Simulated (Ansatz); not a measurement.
CH3AlCl2O (`C[O][Al]([Cl])[Cl]`). Total charge 0; spin multiplicity 1.

Z-matrix (Å, degrees):
```
C
O 1 1.402
H 1 1.094 2 109.7
H 1 1.095 2 112.4 3 -120.7
H 1 1.094 2 109.7 3 118.7
Al 2 1.664 1 136.0 3 120.7
Cl 6 2.071 2 119.1 1 180.0
Cl 6 2.080 2 120.8 1 -0.0
```

Problem. What are the harmonic wavenumbers in cm⁻¹ at PBE0-D4/def2-TZVP (Ansatz, finite differences of forces, unscaled)? (Best estimate.)

Solution. Computed: 83, 84, 101, 145, 236, 243, 420, 622, 775, 1181, 1191, 1235, 1486, 1495, 1501, 3021, 3091, 3100.

Problem. Is this a minimum?

Solution. Yes, all 18 modes are real.

Problem. Give the ideal-gas thermochemistry at 298.15 K and 1 bar (rigid rotor, harmonic oscillator; point group Cs, symmetry number 1).

Solution. Zero-point energy 119.7 kJ/mol; H(298) − E = 141.5 kJ/mol; entropy 369.0 J/(mol·K), of which translation 169.5, rotation 119.6, vibration 79.9; G(298) − E = 31.4 kJ/mol. Modes under 100 cm⁻¹ are hindered rotations or soft bends, so the harmonic entropy is rough.

Problem. And at 400, 500, 600, 800 and 1000 K?

Solution. 
```
T (K)  H − E (kJ/mol)  S (J/mol/K)  G − E (kJ/mol)
  400           151.9        399.2            -7.7
  500           163.3        424.5           -48.9
  600           175.6        446.8           -92.5
  800           202.3        485.1          -185.8
 1000           231.2        517.3          -286.2
```
